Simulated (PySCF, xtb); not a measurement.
CH₄ClNOSi₂, SMILES O[Si@@]1(Cl)N=C[SiH2]1. The values are those of a single conformer.

Harmonic wavenumbers (cm⁻¹) from GFN2-xTB (xtb) at its own minimum, in rising order: 75, 108, 165, 183, 225, 298, 347, 386, 458, 479, 527, 583, 693, 732, 770, 786, 820, 897, 1221, 1600, 2241, 2245, 2990, 3602.

**Question.** What does TPSSh-D3(BJ)/def2-SVP (PySCF) give at its own minimum? (The exact figures need the calculation; the answer reports its results.)

**Answer.** 90, 123, 172, 230, 266, 289, 393, 460, 480, 558, 592, 642, 736, 769, 794, 900, 931, 957, 1295, 1563, 2233, 2246, 3029, 3815. Paired by order, the mean absolute difference is 52 cm⁻¹ and the zero-point energies are 32.1 and 33.7 kcal/mol.
